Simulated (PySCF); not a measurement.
Zn(Cl)(Me) (CH₃ClZn), SMILES [CH3][Zn][Cl]. Atoms are numbered in the order given.

```xyz
6

Zn     0.0000     0.0000     0.3134
Cl     0.0000     0.0000    -1.8114
C      0.0000     0.0000     2.2522
H      0.8867     0.5120     2.6260
H      0.0000    -1.0239     2.6260
H     -0.8867     0.5120     2.6260
```
Charge 0, spin multiplicity 1.

Geometry: B3LYP-D3(BJ)/def2-TZVP.

Computed with PySCF 2.14.0 with TDA-PBE0/def2-SVPD.

Vertical excitations; the highest root listed may be one member of a degenerate set. Gas-phase values at a fixed geometry. State labels are in the subgroup Cs.

Q: List the lowest excited states. (The exact figures need the calculation; the answer reports its results.)

A: 
```csv
state,symmetry,energy (eV),λ (nm),f,main pairs
S1,A",6.72,184,0.026,HOMO−2→LUMO (degenerate set)
S2,A',6.72,184,0.026,HOMO−1→LUMO (degenerate set)
S3,A',7.11,174,0.282,HOMO→LUMO 81 %
S4,A",7.19,172,0.059,HOMO→LUMO+2 (degenerate set)
S5,A',7.19,172,0.059,HOMO→LUMO+1 (degenerate set)
S6,A",7.21,172,0.000,"HOMO−2→LUMO+1 50 %, HOMO−1→LUMO+2 50 %"
S7,A",7.23,171,0.000,"HOMO−1→LUMO+2, HOMO−2→LUMO+1 (degenerate set)"
S8,A',7.23,171,0.000,"HOMO−1→LUMO+1, HOMO−2→LUMO+2 (degenerate set)"
S9,A',7.81,159,0.222,"HOMO−2→LUMO+2 31 %, HOMO−1→LUMO+1 31 %, HOMO−3→LUMO 21 %, HOMO→LUMO 9 %"
S10,A',8.67,143,0.047,HOMO→LUMO+3 91 %
T1,A',5.86,212,0,HOMO→LUMO 95 %
T2,A',6.40,194,0,HOMO−1→LUMO (degenerate set)
T3,A",6.40,194,0,HOMO−2→LUMO (degenerate set)
T4,A',6.63,187,0,HOMO→LUMO+1 96 %
```
Triplets are in the Tamm–Dancoff approximation.
